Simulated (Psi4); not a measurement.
Pair of molecules, SMILES F with SMILES C=C (the first has 2 atoms); geometry from B3LYP-D3(BJ)/def2-TZVP, rigid monomers moved along the line of their centres of mass till H2···C3 is 3.09 Å.
(charge 0, multiplicity 1):
```xyz
8

F     -0.234     0.856     0.585
H     -0.168     0.555     1.469
C     -0.482    -0.039     4.483
C      0.560    -0.793     4.150
H     -0.359     0.981     4.828
H     -1.496    -0.416     4.432
H      0.438    -1.816     3.814
H      1.575    -0.419     4.210
```

Computed with SAPT0/jun-cc-pV(D+d)Z in Psi4 1.11.

Q: Give the four SAPT terms and the total, and say what mostly holds the pair together.

A: electrostatics -99.7, exchange 25.3, induction -22.2, dispersion -15.1, total -111.7 meV; the largest attraction is electrostatics.
